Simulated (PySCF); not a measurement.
What builds the third ionisation energy along the third row

Calculated with PySCF 2.14 from differences of total energies of unrestricted determinants, without spin-orbit coupling. Each column adds one step, in eV (sums use unrounded values): valence MP2, valence CCSD, valence triples, then the next inner shell at CCSD(T) (Si 2s 2p, S 2s 2p, Cl 2s 2p, Ar 2s 2p). References (NIST) marked * lie between the lowest fine-structure levels; the others compare directly ((s) semi-empirical, (t) theoretical).

```tsv
element	UHF	+ MP2	+ CCSD	+ (T)	+ inner shell	sum	reference
Si [Ne] 3s2 → [Ne] 3s1 (aug-cc-pwCVDZ, non-relativistic)	31.981	0.796	0.395	0.000	0.129	33.301	33.493
S [Ne] 3s2 3p2 → [Ne] 3s2 3p1 (aug-cc-pwCVDZ, non-relativistic)	34.144	0.345	0.039	0.011	-0.013	34.525	34.86 ± 0.04 (s) *
Cl [Ne] 3s2 3p3 → [Ne] 3s2 3p2 (aug-cc-pwCVDZ, non-relativistic)	38.959	0.483	-0.085	0.006	-0.010	39.353	39.8 ± 0.11 (s) *
Ar [Ne] 3s2 3p4 → [Ne] 3s2 3p3 (aug-cc-pwCVDZ, non-relativistic)	39.314	0.520	0.013	0.015	0.010	39.871	40.735 ± 0.012 (s) *
```

Double-zeta sets recover only part of the correlation energy.

What remains against the references is mostly basis incompleteness and, for starred values, spin-orbit coupling.

Task: What share of the correlation contribution for Ar comes from the inner shell?

Result: The four steps add to 0.558 eV, of which the inner shell gives 0.010 eV, or 2 %.
